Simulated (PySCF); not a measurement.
Record of a relaxation.

Compound: C4H8AlN.
SMILES with atom numbers: `[C:1]1#[N+:2][AlH2-:3][CH2:4][CH2:5][CH2:6]1` (hydrogens: H7, H8 on Al3; H9, H10 on C4; H11, H12 on C5; H13, H14 on C6)
Bond orders are those of one Lewis drawing.

Computed by this run: PBE0-D3(BJ)/def2-SVP geometry optimisation, gas phase (PySCF); density fitting, grid level 1; the optimiser is geomeTRIC in internal coordinates, started from a GFN2-xTB structure with every atom displaced at random (about 0.01 Å). The frame can shift and turn from step to step; on so coarse a grid that alone can change the energy by a few meV, and forces under 0.02 eV/Å are noise.

Step 0: E = -12348.4851 eV, largest atomic force 1.573 eV/Å
```
atom  x, y, z in Å  |  force x, y, z in eV/Å
C1     -0.312    0.448    2.190    0.462   1.370  -0.294
N2     -0.885   -0.289    2.859   -0.431  -0.619   1.380
Al3    -1.566   -1.643    1.487    0.833  -0.124  -0.883
C4     -0.731   -0.733   -0.183   -1.367   0.335   0.325
C5      0.501    0.107    0.030    0.040  -0.025   0.796
C6      0.296    1.196    1.134   -0.373  -0.766  -0.831
H7     -3.054   -1.430    1.760   -1.062   0.046  -0.043
H8     -0.809   -2.913    2.002    0.178  -0.479   0.076
H9     -1.532   -0.078   -0.620    0.278  -0.257   0.147
H10    -0.522   -1.457   -0.966    0.093  -0.506  -0.317
H11     0.802    0.626   -0.867    0.405   0.416  -0.665
H12     1.329   -0.538    0.357    0.208   0.053  -0.049
H13     1.216    1.647    1.441    0.914   0.451   0.332
H14    -0.389    1.980    0.792   -0.179   0.106   0.026
```

Step 1: E = -12348.6966 eV, largest atomic force 0.472 eV/Å
```
atom  x, y, z in Å  |  force x, y, z in eV/Å
C1     -0.400    0.662    2.145   -0.116  -0.157  -0.018
N2     -0.976   -0.092    2.815   -0.048  -0.073   0.095
Al3    -1.713   -1.542    1.306   -0.279   0.082  -0.049
C4     -0.961   -0.539   -0.290    0.373  -0.286  -0.045
C5      0.334    0.251   -0.085   -0.025   0.052  -0.126
C6      0.209    1.330    1.021    0.180   0.214   0.047
H7     -3.317   -1.424    1.495    0.284  -0.030   0.013
H8     -0.944   -2.884    1.742   -0.009   0.151  -0.007
H9     -1.710    0.118   -0.753   -0.236   0.089   0.009
H10    -0.761   -1.326   -1.048   -0.032   0.134   0.089
H11     0.662    0.788   -0.997   -0.030  -0.090   0.105
H12     1.158   -0.424    0.197    0.019  -0.017   0.006
H13     1.179    1.775    1.310   -0.133  -0.069  -0.103
H14    -0.467    2.146    0.714    0.054  -0.002  -0.016
```

Step 2: E = -12348.7106 eV, largest atomic force 0.118 eV/Å
```
atom  x, y, z in Å  |  force x, y, z in eV/Å
C1     -0.414    0.656    2.141   -0.030  -0.054  -0.065
N2     -0.994   -0.094    2.811   -0.020   0.000   0.071
Al3    -1.723   -1.532    1.294   -0.049   0.040   0.013
C4     -0.957   -0.539   -0.294    0.062  -0.070  -0.072
C5      0.336    0.248   -0.084   -0.043   0.018  -0.010
C6      0.210    1.328    1.022    0.026   0.038   0.029
H7     -3.305   -1.442    1.524    0.059   0.019  -0.031
H8     -0.933   -2.848    1.735    0.039   0.016   0.019
H9     -1.722    0.117   -0.750   -0.017   0.006   0.048
H10    -0.758   -1.320   -1.052   -0.024   0.029  -0.006
H11     0.670    0.780   -0.992    0.001  -0.019   0.003
H12     1.157   -0.430    0.201   -0.004  -0.005   0.007
H13     1.180    1.763    1.308   -0.015  -0.018  -0.002
H14    -0.455    2.150    0.708    0.013   0.002  -0.004
```

Step 3: E = -12348.7137 eV, largest atomic force 0.080 eV/Å
```
atom  x, y, z in Å  |  force x, y, z in eV/Å
C1     -0.423    0.654    2.140   -0.004  -0.021  -0.077
N2     -1.005   -0.091    2.814   -0.007   0.020   0.057
Al3    -1.717   -1.529    1.295    0.019   0.012  -0.006
C4     -0.958   -0.541   -0.297   -0.009  -0.011  -0.031
C5      0.333    0.247   -0.086   -0.005   0.000   0.018
C6      0.210    1.325    1.024   -0.034  -0.023  -0.002
H7     -3.293   -1.436    1.505   -0.043   0.004  -0.001
H8     -0.917   -2.833    1.750    0.030   0.001   0.020
H9     -1.731    0.114   -0.742    0.024   0.001   0.044
H10    -0.763   -1.317   -1.058   -0.010  -0.002  -0.032
H11     0.669    0.777   -0.993    0.013   0.011  -0.019
H12     1.152   -0.434    0.199    0.003   0.005   0.005
H13     1.181    1.752    1.312    0.025  -0.002   0.023
H14    -0.447    2.152    0.708   -0.001   0.007   0.002
```

Step 4: E = -12348.7159 eV, largest atomic force 0.062 eV/Å
```
atom  x, y, z in Å  |  force x, y, z in eV/Å
C1     -0.435    0.652    2.134    0.003  -0.009  -0.044
N2     -1.022   -0.083    2.816    0.003   0.038   0.039
Al3    -1.714   -1.526    1.296    0.053  -0.017  -0.018
C4     -0.957   -0.543   -0.301   -0.043  -0.003   0.008
C5      0.333    0.244   -0.089    0.029  -0.013   0.022
C6      0.210    1.320    1.023   -0.041  -0.029  -0.018
H7     -3.289   -1.437    1.497   -0.061  -0.008   0.003
H8     -0.896   -2.814    1.770    0.009  -0.001   0.011
H9     -1.736    0.115   -0.731    0.023   0.015   0.014
H10    -0.770   -1.313   -1.070   -0.007  -0.005  -0.027
H11     0.673    0.775   -0.994    0.004   0.010  -0.018
H12     1.150   -0.439    0.197    0.005   0.010   0.002
H13     1.182    1.736    1.319    0.025   0.005   0.025
H14    -0.438    2.153    0.705   -0.002   0.007   0.002
```

Step 5: E = -12348.7174 eV, largest atomic force 0.054 eV/Å
```
atom  x, y, z in Å  |  force x, y, z in eV/Å
C1     -0.448    0.653    2.126   -0.001  -0.004   0.000
N2     -1.041   -0.068    2.817    0.009   0.044   0.018
Al3    -1.709   -1.524    1.299    0.032  -0.030  -0.030
C4     -0.958   -0.544   -0.303   -0.043   0.004   0.032
C5      0.335    0.239   -0.092    0.040  -0.011   0.009
C6      0.210    1.313    1.019   -0.017  -0.012  -0.019
H7     -3.290   -1.447    1.488   -0.027  -0.019   0.002
H8     -0.873   -2.794    1.793   -0.009   0.001   0.002
H9     -1.739    0.122   -0.718    0.018   0.015  -0.006
H10    -0.780   -1.307   -1.082   -0.009  -0.002  -0.012
H11     0.679    0.769   -0.997   -0.006  -0.001  -0.007
H12     1.150   -0.446    0.196    0.002   0.008   0.002
H13     1.184    1.721    1.328    0.007   0.004   0.011
H14    -0.427    2.153    0.697    0.002   0.004   0.000
```

Step 6: E = -12348.7182 eV, largest atomic force 0.043 eV/Å
```
atom  x, y, z in Å  |  force x, y, z in eV/Å
C1     -0.459    0.658    2.120   -0.004   0.000   0.027
N2     -1.059   -0.051    2.818    0.009   0.037   0.000
Al3    -1.707   -1.524    1.301    0.002  -0.030  -0.030
C4     -0.960   -0.544   -0.303   -0.021   0.006   0.033
C5      0.337    0.233   -0.093    0.027  -0.007  -0.005
C6      0.212    1.310    1.015    0.005   0.003  -0.010
H7     -3.291   -1.464    1.484    0.006  -0.019  -0.001
H8     -0.856   -2.779    1.809   -0.011   0.001  -0.002
H9     -1.738    0.131   -0.708    0.006   0.012  -0.014
H10    -0.792   -1.301   -1.090   -0.009   0.000   0.000
H11     0.684    0.760   -0.999   -0.008  -0.008   0.002
H12     1.150   -0.454    0.197   -0.001   0.002   0.003
H13     1.186    1.710    1.334   -0.005   0.001  -0.003
H14    -0.415    2.155    0.687    0.003   0.000  -0.002
```

Step 7: E = -12348.7188 eV, largest atomic force 0.041 eV/Å
```
atom  x, y, z in Å  |  force x, y, z in eV/Å
C1     -0.472    0.669    2.112   -0.001   0.005   0.041
N2     -1.080   -0.027    2.816    0.005   0.020  -0.018
Al3    -1.705   -1.524    1.303   -0.026  -0.022  -0.019
C4     -0.965   -0.542   -0.301    0.007   0.010   0.017
C5      0.340    0.224   -0.092    0.001  -0.001  -0.014
C6      0.216    1.307    1.010    0.018   0.012   0.003
H7     -3.292   -1.492    1.481    0.027  -0.011  -0.004
H8     -0.838   -2.762    1.824   -0.005   0.003  -0.001
H9     -1.737    0.143   -0.698   -0.005   0.003  -0.010
H10    -0.807   -1.294   -1.095   -0.007   0.000   0.008
H11     0.691    0.745   -1.001   -0.003  -0.009   0.008
H12     1.148   -0.466    0.203   -0.003  -0.004   0.005
H13     1.191    1.699    1.338   -0.011  -0.003  -0.014
H14    -0.399    2.157    0.672    0.002  -0.002  -0.002
```

Step 8: E = -12348.7192 eV, largest atomic force 0.034 eV/Å
```
atom  x, y, z in Å  |  force x, y, z in eV/Å
C1     -0.479    0.680    2.108    0.007   0.008   0.032
N2     -1.095   -0.007    2.814   -0.001   0.003  -0.023
Al3    -1.705   -1.525    1.304   -0.029  -0.013  -0.003
C4     -0.969   -0.540   -0.299    0.018   0.011  -0.001
C5      0.341    0.218   -0.091   -0.016  -0.001  -0.011
C6      0.220    1.307    1.006    0.012   0.010   0.007
H7     -3.292   -1.515    1.480    0.021  -0.002  -0.004
H8     -0.826   -2.751    1.832    0.003   0.004   0.001
H9     -1.737    0.151   -0.694   -0.007  -0.003  -0.002
H10    -0.818   -1.292   -1.095   -0.003  -0.002   0.008
H11     0.696    0.733   -1.001    0.003  -0.006   0.006
H12     1.145   -0.475    0.210   -0.003  -0.005   0.005
H13     1.196    1.694    1.338   -0.007  -0.003  -0.013
H14    -0.386    2.160    0.660    0.000  -0.002  -0.001
```

Step 9: E = -12348.7193 eV, largest atomic force 0.022 eV/Å
```
atom  x, y, z in Å  |  force x, y, z in eV/Å
C1     -0.481    0.689    2.107    0.012   0.008   0.015
N2     -1.103    0.006    2.811   -0.006  -0.008  -0.020
Al3    -1.706   -1.525    1.305   -0.015  -0.004   0.009
C4     -0.972   -0.539   -0.297    0.013   0.008  -0.010
C5      0.341    0.215   -0.089   -0.016  -0.002  -0.003
C6      0.223    1.309    1.003    0.001   0.003   0.003
H7     -3.291   -1.529    1.480    0.005   0.003  -0.003
H8     -0.819   -2.743    1.837    0.007   0.004   0.002
H9     -1.738    0.153   -0.694   -0.003  -0.004   0.004
H10    -0.823   -1.292   -1.092    0.001  -0.003   0.004
H11     0.700    0.723   -1.000    0.006  -0.001   0.002
H12     1.140   -0.482    0.216   -0.001  -0.003   0.003
H13     1.200    1.691    1.334   -0.001  -0.001  -0.006
H14    -0.379    2.163    0.653   -0.001  -0.001   0.000
```

Question: Summarise the path.

Answer: The energy falls by 0.2342 eV from step 0 to step 9; nine tenths of that is first reached at step 1. It falls at every step. The largest force goes from 1.573 to 0.022 eV/Å. Among the bonds N2–Al3 changes most, from 2.044 to 2.230 Å; the atoms move by 0.139 Å rms after alignment.

What follows is the cost of the whole optimisation. Time: 54 s of wall time; peak memory 0.51 GiB. Hardware: one thread, Arm Neoverse V2 (aarch64), no GPU (shared host).
